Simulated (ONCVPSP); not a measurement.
# Cutoff test, As, ONCV

```
Element                 : As
Generator               : ONCVPSP 4.0.1
Type                    : optimised norm-conserving Vanderbilt (ONCV)
Functional              : LDA (Perdew-Wang 92)
Relativity              : scalar-relativistic
Frozen core             : [Ne]
Valence charge          : 23
Reference configuration : 3s2 3p6 3d10 4s2 4p3
Partial waves           : 3s+4s: rc 0.95 bohr, ncon 4, nbas 8, qcut 11 1/bohr, 3 projectors, debl 0.3 Ha; 3p+4p: rc 1.25 bohr, ncon 3, nbas 6, qcut 10.1 1/bohr, 2 projectors; 3d: rc 0.95 bohr, ncon 5, nbas 9, qcut 13.5 1/bohr, 1 projector
Local potential         : polynomial inside 0.75 bohr (lpopt 5, dvloc0 6 Ha)
Core correction         : Teter function, fcfact 2.5, rcfact 1.2
```

In the s channel the program set the typed energies aside and used -6.964, -0.540, 0.250 Ha.

Q: For each optimised wave give the share of its norm inside rc, the residual kinetic energy above qcut (Ha) and the cutoffs (Ha) for errors of 10, 1, 0.1 and 0.01 mHa per electron.

A:

```
         wave  norm inside rc  residual KE  10 mHa  1 mHa  0.1 mHa  0.01 mHa
           3s           0.929      1.3e-04    37.9   50.8     65.7     194.0
           4s           0.053      1.0e-04    27.2   47.9     61.0     156.9
s projector 3           0.017      3.7e-05    13.2   41.3     55.3      86.8
           3p           0.981      2.9e-05    36.0   42.2     47.7      83.2
           4p           0.066      1.9e-05    30.2   39.3     46.3      57.5
           3d           0.817      5.7e-03    86.5  263.8    329.9     362.6
```

The occupied waves need 264 Ha and 330 Ha for 1 and 0.1 mHa.
